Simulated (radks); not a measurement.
Question: The niobium ion Nb28+, configuration [Ne] 3s2 3p1 (the NIST ground configuration). Calculated with a radial shooting solver on a logarithmic mesh with Libxc functionals: Dirac Kohn-Sham, PBE, spin-unpolarised, spherical densities, finite nucleus; open shells fill j = l - 1/2 first; Fermi nuclear charge, rms radius 4.324 fm. Some entries of the table are withheld. Estimate them.

| orbital | occ. | eigenvalue (hartree) | <r^2> (bohr^2) |
|---|---|---|---|
| 1s1/2 | 2 | -743.2500 | 0.001756 |
| 2s1/2 | 2 | -146.5337 | 0.02840 |
| 2p1/2 | 2 | -139.1843 | 0.02138 |
| 2p3/2 | 4 | -135.5527 | 0.02265 |
| 3s1/2 | 2 | -56.57228 | 0.1661 |
| 3p1/2 | 1 | -54.04287 | 0.1549 |
| 3p3/2 | 0 | -53.17220 | 0.1602 |
| 3d3/2 | 0 | -49.53163 | 0.1243 |
| 3d5/2 | 0 | -49.33337 | 0.1257 |
| 4s1/2 | 0 | (1) | (2) |

Answer: 
(1) 4s1/2 eigenvalue (hartree): -29.64396
(2) 4s1/2 <r^2> (bohr^2): 0.5774
